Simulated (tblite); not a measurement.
Compound: C7H8BCl.
Numbering: `[Cl:1][BH:2][C@H:3]1[CH2:4][C:5]12[CH:6]=[CH:7][CH:8]=[CH:9]2` (hydrogens: H10 on B2; H11 on C3; H12, H13 on C4; H14 on C6; H15 on C7; H16 on C8; H17 on C9)

Computed with GFN2-xTB (tblite), gas phase: L-BFGS steps from a force-field or distance-geometry start until the largest atomic force falls under 0.01 eV/Å.

Step 7: E = -675.3228 eV
```
atom  x, y, z in Å  |  force x, y, z in eV/Å
Cl1    -2.9769   -0.4691    2.0864    0.016  -0.198   0.060
B2     -2.4278   -0.0137    0.5586   -0.039   0.140   0.185
C3     -1.2928   -0.7537   -0.2099   -0.065  -0.076  -0.198
C4     -0.7476   -0.0587   -1.4096    0.193   0.088  -0.054
C5      0.1283   -0.1888   -0.1726    0.229   0.205  -0.157
C6      0.4736    0.9918    0.6310   -0.054   0.083   0.064
C7      1.7917    0.9848    0.8809    0.196   0.021   0.025
C8      2.3819   -0.1890    0.2719   -0.030   0.022   0.037
C9      1.4050   -0.9140   -0.3037    0.020  -0.037  -0.057
H10    -2.9277    0.9268    0.0688   -0.060   0.117   0.007
H11    -1.3297   -1.8335   -0.2743    0.080  -0.116   0.109
H12    -0.4506   -0.6308   -2.2729    0.023  -0.063  -0.045
H13    -1.1009    0.9357   -1.6418   -0.057  -0.072   0.006
H14    -0.2532    1.7050    0.9641   -0.073   0.110  -0.020
H15     2.3505    1.7304    1.4225   -0.054  -0.085  -0.016
H16     3.4416   -0.4060    0.2777   -0.259  -0.008   0.030
H17     1.5278   -1.8053   -0.8869   -0.066  -0.131   0.024
```

Step 8: E = -675.3344 eV
```
atom  x, y, z in Å  |  force x, y, z in eV/Å
Cl1    -2.9698   -0.4818    2.0847    0.013  -0.187   0.024
B2     -2.4315   -0.0127    0.5551   -0.032   0.219   0.145
C3     -1.2923   -0.7521   -0.2145   -0.025  -0.032  -0.184
C4     -0.7429   -0.0574   -1.4158    0.117   0.071  -0.040
C5      0.1314   -0.1830   -0.1764    0.086   0.200  -0.164
C6      0.4752    0.9967    0.6297    0.053  -0.013   0.011
C7      1.7948    0.9816    0.8821   -0.024   0.031  -0.009
C8      2.3791   -0.1953    0.2760    0.054   0.128   0.074
C9      1.4033   -0.9176   -0.2988   -0.078  -0.034  -0.127
H10    -2.9375    0.9432    0.0822    0.046  -0.059   0.045
H11    -1.3117   -1.8358   -0.2577    0.034  -0.022   0.055
H12    -0.4473   -0.6269   -2.2836    0.026  -0.051   0.025
H13    -1.1096    0.9347   -1.6522    0.004  -0.153   0.054
H14    -0.2575    1.7037    0.9588   -0.058   0.161   0.002
H15     2.3513    1.7252    1.4224    0.020  -0.022   0.043
H16     3.4386   -0.4021    0.2803   -0.192  -0.074   0.037
H17     1.5195   -1.8084   -0.8822   -0.046  -0.162   0.008
```

Step 9: E = -675.3423 eV
```
atom  x, y, z in Å  |  force x, y, z in eV/Å
Cl1    -2.9652   -0.4941    2.0846    0.019  -0.162  -0.019
B2     -2.4334   -0.0085    0.5559    0.042   0.167   0.069
C3     -1.2927   -0.7512   -0.2207    0.018   0.052  -0.092
C4     -0.7369   -0.0556   -1.4209    0.013   0.008  -0.022
C5      0.1353   -0.1756   -0.1823   -0.056   0.105  -0.130
C6      0.4785    1.0005    0.6299   -0.184   0.005  -0.065
C7      1.7951    0.9798    0.8821    0.085   0.104   0.067
C8      2.3774   -0.1974    0.2797   -0.099   0.043  -0.018
C9      1.4013   -0.9207   -0.2982   -0.012   0.100  -0.069
H10    -2.9435    0.9537    0.0912    0.097  -0.136   0.072
H11    -1.2995   -1.8382   -0.2458    0.006   0.078   0.011
H12    -0.4446   -0.6257   -2.2903    0.040  -0.040   0.049
H13    -1.1156    0.9318   -1.6580    0.028  -0.143   0.054
H14    -0.2615    1.7060    0.9553    0.037   0.115  -0.017
H15     2.3523    1.7216    1.4234    0.037  -0.015   0.057
H16     3.4328   -0.4011    0.2828   -0.038  -0.120   0.051
H17     1.5131   -1.8133   -0.8787   -0.032  -0.161   0.002
```

Step 10: E = -675.3479 eV
```
atom  x, y, z in Å  |  force x, y, z in eV/Å
Cl1    -2.9624   -0.5046    2.0847    0.028  -0.135  -0.051
B2     -2.4330   -0.0034    0.5586    0.118   0.052   0.009
C3     -1.2931   -0.7497   -0.2263    0.024   0.079   0.024
C4     -0.7324   -0.0547   -1.4243   -0.075  -0.043  -0.050
C5      0.1374   -0.1692   -0.1886   -0.099   0.031  -0.042
C6      0.4771    1.0038    0.6296    0.016  -0.012  -0.084
C7      1.7970    0.9807    0.8832   -0.172   0.059   0.000
C8      2.3740   -0.1980    0.2812   -0.032   0.046  -0.013
C9      1.4006   -0.9206   -0.2997   -0.076   0.068  -0.105
H10    -2.9454    0.9579    0.0969    0.100  -0.122   0.080
H11    -1.2927   -1.8388   -0.2390   -0.011   0.146  -0.016
H12    -0.4423   -0.6262   -2.2931    0.052  -0.037   0.039
H13    -1.1187    0.9280   -1.6600    0.021  -0.078   0.021
H14    -0.2630    1.7098    0.9530    0.038   0.119  -0.014
H15     2.3534    1.7192    1.4251    0.078   0.032   0.097
H16     3.4278   -0.4029    0.2852    0.019  -0.134   0.059
H17     1.5088   -1.8192   -0.8765   -0.030  -0.072   0.043
```

Q: Estimate the geometry and energy of step 11. (The exact step hangs on the optimiser's Hessian estimate; all steps are aligned on step 10, rigid shifts and turns removed.)

A: E = -675.3538 eV, largest force 0.185 eV/Å
```
atom  x, y, z in Å  |  force x, y, z in eV/Å
Cl1    -2.9595   -0.5166    2.0837    0.038  -0.109  -0.073
B2     -2.4301    0.0020    0.5619    0.166  -0.080  -0.018
C3     -1.2937   -0.7471   -0.2309    0.041   0.100   0.109
C4     -0.7297   -0.0547   -1.4284   -0.131  -0.092  -0.035
C5      0.1381   -0.1626   -0.1952   -0.108  -0.049   0.019
C6      0.4763    1.0067    0.6279   -0.028   0.062  -0.089
C7      1.7952    0.9827    0.8841   -0.111   0.035  -0.001
C8      2.3709   -0.1972    0.2824   -0.067  -0.016  -0.053
C9      1.3983   -0.9196   -0.3036   -0.030   0.087  -0.061
H10    -2.9452    0.9592    0.1031    0.080  -0.059   0.071
H11    -1.2871   -1.8364   -0.2334   -0.024   0.159  -0.032
H12    -0.4392   -0.6276   -2.2947    0.060  -0.048   0.006
H13    -1.1210    0.9229   -1.6613   -0.011   0.027  -0.033
H14    -0.2636    1.7157    0.9507    0.071   0.076  -0.035
H15     2.3557    1.7177    1.4285    0.044   0.012   0.083
H16     3.4230   -0.4073    0.2886    0.044  -0.126   0.068
H17     1.5044   -1.8257   -0.8735   -0.033   0.020   0.075
```

The energy changes by -0.0059 eV. The first-order estimate −F·Δx gives -0.0078 eV and the mean of the old and new forces, exact on a quadratic surface, -0.0059 eV. The step makes an angle of 56° with the force vector and moves no atom by more than 0.012 Å.

What follows is the cost of the whole relaxation. On Intel Xeon at 2.70 GHz, one thread, no GPU (shared host), this took 1.1 s wall.
